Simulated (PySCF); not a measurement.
The multiplicity is imposed and other spin states were not computed.

Cartesian coordinates (Å):
```xyz
8

Cu     0.0113    -0.0152     0.0509
O     -1.1497    -1.6209     0.2634
H     -1.3690    -1.7242     1.2113
H     -0.6259    -2.4166     0.0401
C      1.1266     1.4992    -0.1357
H      2.1866     1.2051    -0.2713
H      1.0680     2.1503     0.7595
H      0.8267     2.1039    -1.0149
```
Charge 0, multiplicity 1.

### Question
What is the computed HOMO, HOMO–LUMO gap and total energy (TPSSh-D3(BJ)/def2-TZVP // TPSS-D3(BJ)/def2-SVP run with PySCF)?

### Answer

```yaml
HOMO: -4.97 eV
HOMO–LUMO gap: 3.86 eV
total_energy: -1756.9274 Ha
```
